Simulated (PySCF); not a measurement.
PySCF input for 1,1-dichlorocyclopropane (C3H4Cl2), SMILES ClC1(Cl)CC1, TDA-PBE/def2-SVPD. Coordinates come from a ωB97X-D3(BJ)/def2-SVP optimisation.

```python
import numpy as np
from pyscf import gto, scf, dft, tdscf

mol = gto.M(
    atom='''
    Cl    1.46501212    0.00000000   -0.76690544
    C     0.00000000   -0.00000000    0.20087482
    Cl   -1.46501214    0.00000000   -0.76690541
    C     0.00000002    0.75713484    1.48753068
    C     0.00000002   -0.75713483    1.48753068
    H    -0.92512922    1.27471071    1.75479186
    H     0.92512925    1.27471071    1.75479184
    H    -0.92512922   -1.27471071    1.75479186
    H     0.92512925   -1.27471071    1.75479184
    ''',
    basis='def2-SVPD',
    charge=0,
    spin=0,
    symmetry=True,
    max_memory=1600,
    verbose=4,
)
mf = dft.RKS(mol, xc='pbe').density_fit(auxbasis='def2-universal-jkfit')
mf.grids.level = 3
mf.conv_tol = 1e-9
mf.max_cycle = 100
mf.kernel()
mf.grids = dft.Grids(mol).set(level=1).build(with_non0tab=True)  # coarser grid for the response kernel
td = tdscf.TDA(mf)
td.singlet = True
td.nstates = 10
td.conv_tol = 1e-4
td.positive_eig_threshold = 1e-6
td.kernel(x0=td.get_init_guess(mf, 15))
td.analyze()
tt = tdscf.TDA(mf)
tt.singlet = False
tt.nstates = 4
tt.conv_tol = 1e-4
tt.positive_eig_threshold = 1e-6
tt.kernel(x0=tt.get_init_guess(mf, 9))
tt.analyze(verbose=3)
```

Log of the run:

```
PySCF version 2.14.0

[INPUT] verbose = 4
[INPUT] num. atoms = 9
[INPUT] num. electrons = 56
[INPUT] charge = 0
[INPUT] spin (= nelec alpha-beta = 2S) = 0
[INPUT] symmetry True subgroup None
[INPUT] Mole.unit = angstrom
[INPUT] Symbol           X                Y                Z      unit          X                Y                Z       unit  Magmom
[INPUT]  1 Cl     1.465012120000   0.000000000000  -0.766905440000 AA    2.768471675968   0.000000000000  -1.449241245039 Bohr   0.0
[INPUT]  2 C      0.000000000000   0.000000000000   0.200874820000 AA    0.000000000000   0.000000000000   0.379598395121 Bohr   0.0
[INPUT]  3 Cl    -1.465012140000   0.000000000000  -0.766905410000 AA   -2.768471713763   0.000000000000  -1.449241188347 Bohr   0.0
[INPUT]  4 C      0.000000020000   0.757134840000   1.487530680000 AA    0.000000037795   1.430777486966   2.811025587088 Bohr   0.0
[INPUT]  5 C      0.000000020000  -0.757134830000   1.487530680000 AA    0.000000037795  -1.430777468069   2.811025587088 Bohr   0.0
[INPUT]  6 H     -0.925129220000   1.274710710000   1.754791860000 AA   -1.748240855632   2.408854129950   3.316076021016 Bohr   0.0
[INPUT]  7 H      0.925129250000   1.274710710000   1.754791840000 AA    1.748240912324   2.408854129950   3.316075983222 Bohr   0.0
[INPUT]  8 H     -0.925129220000  -1.274710710000   1.754791860000 AA   -1.748240855632  -2.408854129950   3.316076021016 Bohr   0.0
[INPUT]  9 H      0.925129250000  -1.274710710000   1.754791840000 AA    1.748240912324  -2.408854129950   3.316075983222 Bohr   0.0

nuclear repulsion = 275.636529345139
point group symmetry = C2v
symmetry origin: [-1.34980451e-09  2.02470656e-09  1.01235326e-09]
symmetry axis x: [ 1.00000000e+00  1.58391999e-17 -3.53549159e-09]
symmetry axis y: [-2.27393797e-17  1.00000000e+00 -1.95168908e-09]
symmetry axis z: [3.53549159e-09 1.95168898e-09 1.00000000e+00]
num. orbitals of irrep A1 = 51
num. orbitals of irrep A2 = 24
num. orbitals of irrep B1 = 37
num. orbitals of irrep B2 = 34
number of shells = 62
number of NR pGTOs = 220
number of NR cGTOs = 146
basis = def2-SVPD
ecp = {}


[settings echo left out]
init E= -1036.67187003595
HOMO (B2) = -0.294549536365378  LUMO (A1) = -0.0616460707803594  gap/eV = 6.33763
cycle= 1 E= -1036.16816030876  delta_E= 0.504  |g|= 0.375  |ddm|= 4.87
HOMO (B2) = -0.222819354919936  LUMO (A1) = -0.039490544853237  gap/eV = 4.98863
cycle= 2 E= -1036.1137606274  delta_E= 0.0544  |g|= 0.61  |ddm|= 1.48
HOMO (B2) = -0.234935403885344  LUMO (A1) = -0.0285194214956954  gap/eV = 5.61686
cycle= 3 E= -1036.20333347733  delta_E= -0.0896  |g|= 0.0882  |ddm|= 1.01
HOMO (B2) = -0.247252890647851  LUMO (A1) = -0.0410667670848879  gap/eV = 5.61061
cycle= 4 E= -1036.20522045072  delta_E= -0.00189  |g|= 0.0312  |ddm|= 0.219
HOMO (B2) = -0.246002198176269  LUMO (A1) = -0.0399337395542734  gap/eV = 5.60741
cycle= 5 E= -1036.20541967759  delta_E= -0.000199  |g|= 0.0139  |ddm|= 0.089
HOMO (B2) = -0.245724643081821  LUMO (A1) = -0.039344905112745  gap/eV = 5.61588
cycle= 6 E= -1036.2054718214  delta_E= -5.21e-05  |g|= 0.00149  |ddm|= 0.0278
HOMO (B2) = -0.245730566230695  LUMO (A1) = -0.039380139783638  gap/eV = 5.61508
cycle= 7 E= -1036.20547243659  delta_E= -6.15e-07  |g|= 0.000209  |ddm|= 0.00537
HOMO (B2) = -0.245731751863244  LUMO (A1) = -0.0393808072270536  gap/eV = 5.61510
cycle= 8 E= -1036.20547244804  delta_E= -1.14e-08  |g|= 6.95e-05  |ddm|= 0.000641
HOMO (B2) = -0.24572887469065  LUMO (A1) = -0.0393783534703669  gap/eV = 5.61508
cycle= 9 E= -1036.20547244951  delta_E= -1.47e-09  |g|= 8.3e-06  |ddm|= 0.000214
HOMO (B2) = -0.245729521538407  LUMO (A1) = -0.0393788125769183  gap/eV = 5.61509
cycle= 10 E= -1036.20547244953  delta_E= -1.5e-11  |g|= 2.29e-06  |ddm|= 2.58e-05
HOMO (B2) = -0.245729568226897  LUMO (A1) = -0.0393788581711094  gap/eV = 5.61509
Extra cycle  E= -1036.20547244953  delta_E= -2.73e-12  |g|= 2.28e-06  |ddm|= 1.11e-05
converged SCF energy = -1036.20547244953
tot grids = 38064
Overwritten attributes  positive_eig_threshold  of <class 'pyscf.tdscf.rks.TDA'>


******** <class 'pyscf.tdscf.rks.TDA'> for <class 'pyscf.df.df_jk.DFSymAdaptedRKS'> ********
nstates = 10 singlet
deg_eia_thresh = 1.000e-03
wfnsym = None
conv_tol = 0.0001
eigh lindep = 1e-12
eigh level_shift = 0
eigh max_cycle = 100


Excitation energies (eV)
[5.86481908 6.08141307 6.7242891  6.74876391 6.82840161 6.89699981
 6.96538431 7.15049594 7.15520149 7.4488943 ]

** Singlet excitation energies and oscillator strengths **
Excited State   1:   B2      5.86482 eV    211.40 nm  f=0.0000
      28 -> 29       -0.70023
Excited State   2:   A2      6.08141 eV    203.87 nm  f=0.0000
      25 -> 29       -0.11692
      28 -> 30        0.69588
Excited State   3:   A1      6.72429 eV    184.38 nm  f=0.0013
      26 -> 29       -0.41786
      27 -> 30        0.56808
Excited State   4:   B1      6.74876 eV    183.71 nm  f=0.0412
      27 -> 29       -0.69486
Excited State   5:   B2      6.82840 eV    181.57 nm  f=0.0536
      28 -> 31        0.70617
Excited State   6:   A2      6.89700 eV    179.77 nm  f=0.0000
      25 -> 29        0.69388
      28 -> 30        0.11325
Excited State   7:   A1      6.96538 eV    178.00 nm  f=0.0172
      26 -> 29        0.55769
      27 -> 30        0.41151
Excited State   8:   B2      7.15050 eV    173.39 nm  f=0.0042
      25 -> 30        0.69850
Excited State   9:   B1      7.15520 eV    173.28 nm  f=0.0570
      26 -> 30       -0.69348
Excited State  10:   A1      7.44889 eV    166.45 nm  f=0.0000
      28 -> 32       -0.69896

** Transition electric dipole moments (AU) **
state          X           Y           Z        Dip. S.      Osc.
  1        -0.0000     -0.0081     -0.0000      0.0001      0.0000
  2         0.0000      0.0000      0.0000      0.0000      0.0000
  3        -0.0000      0.0000     -0.0902      0.0081      0.0013
  4        -0.4994      0.0000      0.0000      0.2494      0.0412
  5         0.0000     -0.5661     -0.0000      0.3205      0.0536
  6         0.0000      0.0000     -0.0000      0.0000      0.0000
  7         0.0000      0.0000      0.3172      0.1006      0.0172
  8         0.0000      0.1541     -0.0000      0.0237      0.0042
  9         0.5705     -0.0000     -0.0000      0.3254      0.0570
 10        -0.0000      0.0000      0.0136      0.0002      0.0000

** Transition velocity dipole moments (imaginary part, AU) **
state          X           Y           Z        Dip. S.      Osc.
  1        -0.0000     -0.0811      0.0000      0.0066      0.0203
  2         0.0000      0.0000     -0.0000      0.0000      0.0000
  3         0.0000      0.0000      0.0062      0.0000      0.0001
  4        -0.0927      0.0000      0.0000      0.0086      0.0231
  5        -0.0000     -0.1106      0.0000      0.0122      0.0325
  6         0.0000     -0.0000     -0.0000      0.0000      0.0000
  7        -0.0000      0.0000      0.1005      0.0101      0.0263
  8         0.0000      0.0933     -0.0000      0.0087      0.0221
  9         0.0626     -0.0000     -0.0000      0.0039      0.0100
 10        -0.0000      0.0000     -0.0253      0.0006      0.0016

** Transition magnetic dipole moments (imaginary part, AU) **
state          X           Y           Z
  1         0.2952     -0.0000     -0.0000
  2         0.0000     -0.0000     -0.2590
  3         0.0000      0.0000     -0.0000
  4         0.0000      0.9120      0.0000
  5         0.4274      0.0000     -0.0000
  6        -0.0000     -0.0000      0.4205
  7        -0.0000      0.0000     -0.0000
  8         0.2636     -0.0000     -0.0000
  9        -0.0000     -0.1218     -0.0000
 10        -0.0000      0.0000      0.0000


******** <class 'pyscf.tdscf.rks.TDA'> for <class 'pyscf.df.df_jk.DFSymAdaptedRKS'> ********
nstates = 4 triplet
deg_eia_thresh = 1.000e-03
wfnsym = None
conv_tol = 0.0001
eigh lindep = 1e-12
eigh level_shift = 0
eigh max_cycle = 100


Excitation energies (eV)
[5.36268282 5.68107128 6.04322482 6.37994252]

** Triplet excitation energies and oscillator strengths **
Excited State   1:   B2      5.36268 eV    231.20 nm  f=0.0000
Excited State   2:   A2      5.68107 eV    218.24 nm  f=0.0000
Excited State   3:   B1      6.04322 eV    205.16 nm  f=0.0000
Excited State   4:   A1      6.37994 eV    194.33 nm  f=0.0000
```

The calculation finished and met its thresholds.
